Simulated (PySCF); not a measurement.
An unknown shows these calculated signals:

1H NMR (400 MHz, computed): δ 5.68 (m, 2H), 5.64 (m, 2H), 5.03 (d, 2H), 2.01 (t, 1H), 0.17 (br s, 1H).

13C{1H} NMR (computed): δ 102.7 (CH), 88.8 (C).

A single conformation, gas phase, fast rotation and ring inversion assumed for equivalent nuclei, relativity neglected. GFN2-xTB geometry; shielding tensors at PBE0/pcSseg-1 (GIAO); PySCF 2.14.0 with density-fitted response routines.

Scale: 1H (31.72 ppm), 13C (186.93 ppm) vs TMS (reference shieldings calculated alike).

Question: Which of these does the molecule contain: a Si–H bond, an OH group, a C≡C triple bond, an NH or NH2 group, a carboxylic acid, a heteroaromatic ring?

Answer: 
- A Si–H bond: yes (δH 5.03 (d)).
- An OH group: yes (δH 0.17 (br s)).
- A C≡C triple bond: yes (δC 102.7, 88.8; δH 2.01 (t)).
- An NH or NH2 group: no.
- A carboxylic acid: no.
- A heteroaromatic ring: no.

The data belong to `O([SiH2]C#C)[SiH2][SiH2]O`, C2H8O2Si3; they needn't prove each group on their own.

Carbon signals by region: 1 in the sp2 and nitrile region (100–160 ppm), 1 at 50–100 ppm.

The OH or NH signal is concentration- and solvent-dependent in practice; the value given is the gas-phase one. Shifts are as computed. Against solution values, carbons near 30 ppm lie about +3 ppm off and those near 130 ppm about +5 ppm. Of 1211 compounds with measured shifts, 218 miss one by over three times the rms of a fit or turn the order of signals round; such compounds aren't used in these exercises. Multiplicities follow the n + 1 count of equivalent neighbours, as no J values were calculated; m marks all less simple cases, F and P coupling included.
